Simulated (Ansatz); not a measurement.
Reaction (ligand exchange at the Si–O bond): `[SiH3]O[SiH](S)Cl` + NH₃ → `N[SiH](S)Cl` + `O[SiH3]`

Program: Ansatz. Geometries: PBE0-D4/def2-TZVP. ΔE: electronic, gas phase. CCSD(T)/CBS adds triple-zeta CCSD(T) − MP2 to the extrapolated MP2 energy (def2 sets, frozen cores). This one scheme is used for every species. DFT in def2-TZVPP. One conformer a species, not always the lowest.

**Question.** Is it downhill or uphill in electronic energy at CCSD(T)/CBS, and by how much? (An estimate is asked.)

**Answer.** Ansatz gave: Uphill: ΔE = +0.60 eV.

**Question.** What do these levels give: PBE-D4, r2SCAN-D4, PBE, PBE0, CCSD(T)/def2-TZVPP, MP2/def2-QZVPP? (An estimate is asked.)

**Answer.** Ansatz gave: PBE-D4 0.52, r2SCAN-D4 0.58, PBE 0.48, PBE0 0.51, CCSD(T)/def2-TZVPP 0.61, MP2/def2-QZVPP 0.60 eV.

Largest T1 diagnostic among the species: 0.011.

The D4 term adds +0.07 eV with B3LYP and +0.04 eV with PBE0; it sums over pairs of atoms, weighted by their polarisabilities, and B3LYP, whose exchange is more repulsive, gets the larger term. In def2-TZVPP, CCSD(T) changes the Hartree–Fock value by −0.04 eV (the triples alone add −0.00 eV) and MP2 by −0.05 eV.

B3LYP here is the variant with VWN-RPA as its local correlation; programs differ in this.
